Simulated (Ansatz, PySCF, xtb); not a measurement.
Gas-phase reaction in SMILES: [CH3][Ge]([CH3])([CH3])[Cl] + 4 [H][H] (H2) -> 3 C (CH4) + Cl (HCl) + [GeH4] (GeH4)
Each molecule is optimised on its own at B3LYP-D3(BJ)/def2-TZVP (Ansatz, an electronic-structure program). Frequencies are from Ansatz or PySCF.

Wanted: energy of full hydrogenation (enthalpy at 298 K, with B3LYP-D3(BJ) rigid-rotor harmonic-oscillator terms), in eV. Cores are frozen in the correlated levels unless marked. Spin-orbit coupling is left out. The frozen core is the preceding noble-gas configuration, with the filled d and f shells of earlier blocks. Non-relativistic. CBS(X,Y): correlation extrapolated as X^-3; Hartree-Fock from the larger set.

| level | program | energy of full hydrogenation (eV) |
|---|---|---|
| GFN1-xTB | xtb | -2.60 |
| BLYP/def2-TZVPD | Ansatz | -0.35 |
| r2SCANh/def2-TZVPD | Ansatz | [?] |
| B2PLYP-D4/def2-TZVPD | Ansatz + dftd4 | 0.04 |
| SCS-MP2/def2-TZVPPD | Ansatz | 0.06 |
| CCSD(T)/CBS(def2-TZVPPD,def2-QZVPPD) | Ansatz | [?] |

Complete the blanks.


- r2SCANh/def2-TZVPD, energy of full hydrogenation (eV): -0.03
- CCSD(T)/CBS(def2-TZVPPD,def2-QZVPPD), energy of full hydrogenation (eV): 0.09
